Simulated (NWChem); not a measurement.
Species: SiH3SeF; SMILES [SeH][SiH2]F

```xyz
6

Si     0.5403     1.1178    -0.0057
F     -0.7118     2.1364     0.0378
Se    -0.0958    -1.0739     0.0335
H      1.3495     1.2995     1.2213
H      1.3003     1.4122    -1.2427
H     -0.5504    -1.0765    -1.3769
```
Atoms are numbered in this order, from 1.

All runs: NWChem. Medium grid unless said otherwise, to which SCAN and Minnesota functionals are sensitive. Structure relaxed at the B3LYP/6-31G* (spherical d) level. Hybrids' shares of exact exchange are those that their runs print; pure functionals count as 0. The functionals differ in more than this share.

```
row              share of exact exchange  orbital gap (eV)
---------------  -----------------------  ----------------
PBE/def2-SVP                        0.00              5.34
M06-L/def2-SVP                      0.00              6.01
B3LYP/def2-SVP                      0.20              6.92
PW6B95/def2-SVP                     0.28              7.56
MPW1K/def2-SVP                      0.43          withheld
```

Problem. Fit a straight line of the last column on the one before it, predict the withheld value, and compare with the run.

Solution. 
1. Means of the 4 shown rows: x = 0.120, y = 6.457. Slope Σ(x − x̄)(y − ȳ)/Σ(x − x̄)² = 0.4012/0.06080 = 6.599; intercept 5.666.
2. The shown rows scatter about the line by 0.240 (root mean square); the largest residual is +0.34, at M06-L/def2-SVP.
3. At x = 0.43 (MPW1K/def2-SVP; beyond the shown range) the line gives 8.50.
4. The run gives 8.97, +0.47 from the line, 2.0 times the scatter.
